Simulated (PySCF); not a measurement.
Choosing a basis for TDDFT

CH9BSi2.
Cartesian coordinates in Å at the PBE0-D3(BJ)/def2-SVP level; atoms count from 1:
```xyz
13
CH9BSi2 angstrom
B      2.048    0.638   -0.847
Si     0.912   -0.907   -0.233
C     -0.927   -0.722   -0.621
Si    -1.755    0.695    0.298
H      1.651    1.448   -1.653
H      3.185    0.756   -0.455
H      1.470   -2.116   -0.937
H      1.089   -1.153    1.237
H     -1.039   -0.553   -1.706
H     -1.456   -1.660   -0.380
H     -1.801    0.404    1.764
H     -3.151    0.927   -0.185
H     -0.975    1.959    0.102
```

TDDFT with PBE0 (PySCF), vertical singlets, core orbitals frozen in the response, spherical d and f functions. Geometry: PBE0-D3(BJ)/def2-SVP, one conformer, isolated molecule.

How do the low singlets change with the basis? Take 6-31G*, 6-31+G*, def2-SVP, def2-SVPD, aug-cc-pVDZ, def2-TZVP and def2-TZVPD.

```csv
basis,functions,diffuse,S1 (eV),S2 (eV),S3 (eV),S4 (eV),S5 (eV),LUMO (eV),α (au)
6-31G*,82,no,4.25,5.24,5.72,6.05,6.40,-2.10,69.2
6-31+G*,98,yes,4.18,5.15,5.62,5.94,6.27,-2.33,77.3
def2-SVP,109,no,4.14,5.11,5.56,5.87,6.18,-2.35,75.4
def2-SVPD,160,yes,4.12,5.08,5.52,5.84,6.14,-2.40,85.0
aug-cc-pVDZ,181,yes,4.12,5.07,5.53,5.84,6.16,-2.38,86.5
def2-TZVP,190,no,4.10,5.07,5.52,5.84,6.16,-2.40,82.2
def2-TZVPD,241,yes,4.10,5.07,5.51,5.83,6.15,-2.41,85.9
```

States are compared by their number. Against the largest diffuse basis here (def2-TZVPD, itself not a converged limit), sets without diffuse functions differ by up to 0.16 eV in S1 and 0.25 eV in S5; the smaller diffuse sets differ by up to 0.08 and 0.12 eV. State by state, the largest deviation of a set without diffuse functions is S1 0.16, S2 0.18, S3 0.21, S4 0.22, S5 0.25 eV. The same number needn't mean the same state in each row. Against def2-TZVPD the polarisability deviates by -19% in 6-31G*, -10% in 6-31+G*, -12% in def2-SVP, -1% in def2-SVPD, +1% in aug-cc-pVDZ, -4% in def2-TZVP. A single + in a Pople set puts diffuse functions on heavy atoms only.
